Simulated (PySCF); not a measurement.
## Vertical excitation energies

Compound: C₈H₉FOSi.
Numbering: `[CH2:1]=[CH:2][c:3]1[cH:4][cH:5][cH:6][c:7]([F:8])[c:9]1[O:10][SiH3:11]` (hydrogens: H12, H13 on C1; H14 on C2; H15 on C4; H16 on C5; H17 on C6; H18, H19, H20 on Si11)

The calculation used TDDFT PBE0/def2-SVPD, vertical, gas phase, core orbitals frozen in the response in PySCF 2.14.0, density-fitted response routines. The structure is a single PBE0-D3(BJ)/def2-SVP conformer in the gas phase; no vibrational or solvent corrections. Torsions of this conformer, `[CH2:1]=[CH:2][c:3]1[cH:4][cH:5][cH:6][c:7]([F:8])[c:9]1[O:10][SiH3:11]`: C1–C2–C3–C4 -7°, C7–C9–O10–Si11 1°.

List the vertical singlet excitations with oscillator strengths and describe the spectrum.

```tsv
state	E (eV)	ν̃ (cm⁻¹)	f	main configurations (H = HOMO, L = LUMO)
S1	4.51	36370	0.127	H→L (57%), H-1→L (28%), H→L+1 (9%)
S2	4.96	39980	0.272	H-1→L (56%), H→L (36%)
S3	5.62	45310	0.0008	H→L+2 (90%)
S4	5.73	46230	0.238	H→L+1 (76%), H-1→L (14%)
S5	6.12	49340	0.0018	H-1→L+2 (90%)
S6	6.19	49960	0.305	H-1→L+1 (81%)
S7	6.41	51680	0.0016	H→L+3 (79%), H→L+4 (17%)
S8	6.52	52580	0.010	H-2→L (57%), H→L+5 (36%)
S9	6.61	53280	0.016	H→L+4 (74%), H→L+3 (14%)
S10	6.61	53340	0.0004	H-3→L (85%), H-5→L (10%)
```

Triplets (Tamm–Dancoff): T1 3.05 eV, H→L (79%), H-1→L (12%); T2 3.90 eV, H-1→L (78%), H→L (14%); T3 4.22 eV, H→L+1 (47%), H-1→L+1 (37%); T4 4.80 eV, H-2→L (39%), H→L+1 (28%), H→L+5 (16%).

The lowest singlet lies at 4.51 eV (275 nm, ultraviolet) and is of moderate strength; its leading configuration is HOMO→LUMO (57%). The strongest level in the table is S6 at 6.19 eV (200 nm, f = 0.305). S9/S10 lie within about 0.01 eV of each other. Löwdin shares by element: HOMO carbon 44% or more, oxygen 11% (atoms not listed hold the other 45%); LUMO carbon 60% or more (atoms not listed hold the other 40%). Weighted by f, the mean energy of these states is 5.53 eV. The listed states span 2.10 eV, and the widest gap between neighbours is 0.66 eV (S2 to S3). The oscillator strengths of these states sum to 0.972; summed over the whole spectrum of an exact calculation they would give the number of electrons, 88 (Thomas–Reiche–Kuhn). Only the lowest 10 singlets were computed, as vertical energies without vibronic structure.

On Intel Xeon Platinum 8488C, 2 threads (shared host), this took 63 s wall, 2.3 min CPU and 1.8 GiB of memory at its peak.
